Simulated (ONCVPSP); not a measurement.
Which change was made? (Cr, ONCV)

ONCVPSP 4.0.1 input, shortened (lines: element, Z, core and valence counts, functional; n l f; lmax; l rc ep ncon nbas qcut; lloc lpopt rc5 dvloc0; l nproj debl; icmod fcfact rcfact), LDA (Perdew-Wang 92), scalar-relativistic:

```
  Cr 24.00    3    3  -001012      upf
    1    0    2.00
    2    0    2.00
    2    1    6.00
    3    0    2.00
    3    1    6.00
    3    2    4.00
    2
    0    1.10    0.00    5    8    8.40
    1    1.15    0.00    4    7   11.90
    2    1.70    0.00    4    8    9.10
    4    4    0.80    1.00
    0    2    3.80
    1    2    1.00
    2    2    1.20
    1    0.40    0.00
```

In the p channel the program set the typed energies aside and used -2.442, 0.250 Ha.

Cutoffs, loose and tight: the cutoffs (Ha) at which the residual kinetic energy of the hardest occupied pseudo-wave falls to 1 and 0.1 mHa per electron. They do not see the model core or the augmentation charge, which bear on the density cutoff. Test errors are all-electron minus pseudo excitation energies from the reference, over the configurations 3s2 3p6 3d5 4s1; 3s2 3p6 3d5; 3s2 3p6 3d3; 3s2 3p5 3d5 4s1; variants that change the core or the reference have their own tests.

The base gives: outcome: generated, projector energies reset by the program; cutoff, loose: 74 Ha; cutoff, tight: 131 Ha; bound ghosts: none; GHOST(+) flags above zero: none; largest test error (meV): -88.

(1) After one change the result is: outcome: generated, projector energies reset by the program; cutoff, loose: 74 Ha; cutoff, tight: 130 Ha; bound ghosts: none; GHOST(+) flags above zero: none; largest test error (meV): +82. Which change was it?
A. s: rc 0.94
B. d: rc 1.9
C. s: qcut 5.2; p: qcut 7.4; d: qcut 5.7
D. all radii but the core radius scaled by about 0.93 (s 1.02, p 1.06, d 1.58 bohr); local potential polynomial inside 0.74 bohr (lpopt 4, dvloc0 1 Ha)
E. fully relativistic

## Answers

(1) E. The others give: s: rc 0.94 → outcome: generated, projector energies reset by the program; cutoff, loose: 131 Ha; cutoff, tight: 175 Ha; bound ghosts: none; GHOST(+) flags above zero: s; largest test error (meV): -90 | s: qcut 5.2; p: qcut 7.4; d: qcut 5.7 → outcome: generated, projector energies reset by the program; cutoff, loose: 130 Ha; cutoff, tight: 148 Ha; bound ghosts: none; GHOST(+) flags above zero: none; largest test error (meV): -266 | all radii but the core radius scaled by about 0.93 (s 1.02, p 1.06, d 1.58 bohr); local potential polynomial inside 0.74 bohr (lpopt 4, dvloc0 1 Ha) → outcome: generated, projector energies reset by the program; cutoff, loose: 113 Ha; cutoff, tight: 152 Ha; bound ghosts: none; GHOST(+) flags above zero: none; largest test error (meV): +63 | d: rc 1.9 → outcome: generated, projector energies reset by the program; cutoff, loose: 74 Ha; cutoff, tight: 131 Ha; bound ghosts: none; GHOST(+) flags above zero: none; largest test error (meV): -137.
